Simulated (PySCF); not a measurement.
# Atomic charges by several schemes

Species: C3H9F3Si2.
Numbering: `[F:1][C:2]([F:3])([F:4])[SiH2:5][CH2:6][CH2:7][SiH3:8]` (hydrogens: H9, H10 on Si5; H11, H12 on C6; H13, H14 on C7; H15, H16, H17 on Si8)

Geometry (GFN2-xTB, Å), atoms numbered from 1 in this order:
```
atom  x, y, z in Å
F1     2.7832   -0.1498   -1.7650
C2     2.8705    0.4105   -0.5402
F3     4.1294    0.1793   -0.1166
F4     2.7825    1.7432   -0.7348
Si5    1.5308   -0.2654    0.7009
C6    -0.1566    0.1177   -0.0680
C7    -1.3139   -0.4281    0.7723
Si8   -3.0162   -0.0076    0.0254
H9     1.8254   -1.6947    0.8074
H10    1.8004    0.4530    1.9466
H11   -0.2762    1.1982   -0.1861
H12   -0.2139   -0.3066   -1.0742
H13   -1.2060   -1.5088    0.8704
H14   -1.2455   -0.0261    1.7840
H15   -3.0821   -0.5510   -1.3322
H16   -4.0581   -0.6008    0.8626
H17   -3.1608    1.4490   -0.0139
```

Density: PBE0/pcSseg-1 (PySCF); schemes: Mulliken, IAO, Hirshfeld and ESP-fitted. The structure is a single GFN2-xTB conformer in the gas phase; no vibrational or solvent corrections.

Task: At which atom do the 4 schemes differ most?

Result: At Si5: from +0.120 (ESP-fitted) to +0.740 e (IAO), 0.620 e apart.

Task: Which atoms carry the highest charge in the Mulliken, IAO, Hirshfeld and ESP-fitted schemes?

Result: The schemes don't all agree: Mulliken Si5 (+0.651); IAO Si5 (+0.740); Hirshfeld Si5 (+0.337); ESP-fitted C2 (+0.403).

Task: What partial charge does each atom carry?

Result: In e:

| atom | environment | Mulliken | IAO | Hirshfeld | ESP-fitted |
| --- | --- | --- | --- | --- | --- |
| F1 | fluorine of a CF3 group | -0.280 | -0.289 | -0.109 | -0.185 |
| C2 | CF3 carbon | +0.521 | +0.554 | +0.166 | +0.403 |
| F3 | fluorine of a CF3 group | -0.277 | -0.287 | -0.109 | -0.174 |
| F4 | fluorine of a CF3 group | -0.280 | -0.289 | -0.109 | -0.186 |
| Si5 | SiH2 silicon | +0.651 | +0.740 | +0.337 | +0.120 |
| C6 | sp3 carbon bound to silicon | -0.562 | -0.532 | -0.152 | -0.003 |
| C7 | sp3 carbon bound to silicon | -0.547 | -0.526 | -0.154 | -0.175 |
| Si8 | SiH3 silicon | +0.509 | +0.607 | +0.321 | +0.293 |
| H9 | Si–H hydrogen | -0.061 | -0.109 | -0.065 | -0.026 |
| H10 | Si–H hydrogen | -0.060 | -0.108 | -0.065 | -0.024 |
| H11 | methylene hydrogen | +0.165 | +0.153 | +0.044 | +0.033 |
| H12 | methylene hydrogen | +0.165 | +0.154 | +0.044 | +0.035 |
| H13 | methylene hydrogen | +0.152 | +0.144 | +0.039 | +0.069 |
| H14 | methylene hydrogen | +0.151 | +0.143 | +0.039 | +0.069 |
| H15 | Si–H hydrogen | -0.081 | -0.119 | -0.075 | -0.079 |
| H16 | Si–H hydrogen | -0.085 | -0.117 | -0.077 | -0.091 |
| H17 | Si–H hydrogen | -0.081 | -0.119 | -0.075 | -0.079 |

Mean size of the charges over all atoms: IAO 0.293 e, Mulliken 0.272 e, ESP-fitted 0.120 e, Hirshfeld 0.117 e. Each set sums to the total charge, 0, to within 0.001 e. The Hirshfeld scheme divides the density at each point in proportion to the densities of the neutral, spherically averaged free atoms. The IAO scheme counts the electrons in orthogonalised intrinsic atomic orbitals, a minimal basis polarised so that it spans the occupied orbitals exactly.

Task: Sum the charges by element.

Result: 
```json
{"element": "F", "atoms": "3", "Mulliken": "-0.837", "IAO": "-0.865", "Hirshfeld": "-0.327", "ESP-fitted": "-0.546"}
{"element": "C", "atoms": "3", "Mulliken": "-0.589", "IAO": "-0.504", "Hirshfeld": "-0.140", "ESP-fitted": "+0.226"}
{"element": "Si", "atoms": "2", "Mulliken": "+1.160", "IAO": "+1.346", "Hirshfeld": "+0.658", "ESP-fitted": "+0.413"}
{"element": "H", "atoms": "9", "Mulliken": "+0.266", "IAO": "+0.023", "Hirshfeld": "-0.192", "ESP-fitted": "-0.093"}
```

Task: How many electrons does the Hirshfeld scheme count on C2?

Result: Z − q = 6 − (+0.166) = 5.834.

Task: How closely do the schemes follow one another over all atoms?

Result: Correlation coefficient and root-mean-square difference: Mulliken with IAO 0.99, 0.041 e; IAO with Hirshfeld 0.97, 0.221 e; Mulliken with Hirshfeld 0.94, 0.206 e; IAO with ESP-fitted 0.83, 0.243 e; Mulliken with ESP-fitted 0.82, 0.227 e; Hirshfeld with ESP-fitted 0.81, 0.093 e.

These values come from a run that also computed NMR shieldings. The run took 30 s wall on Arm Neoverse V1, one thread, on a shared host, and the process peaked at 0.85 GiB of memory.
